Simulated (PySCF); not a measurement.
A structure optimised at ωB97X-D3(BJ)/def2-SVP, used in a PySCF frequency run:

```
S
S 1 1.9003
S 1 1.9003 2 120.00
S 1 1.9003 2 120.00 3 180.00
```

Task: Write its SMILES, formula and point group.

Result: S=S(=S)=S, S4, D3h

Task: What are its rotational constants (standard atomic weights)?

Result: 2.9103, 2.9103, 1.4552 GHz
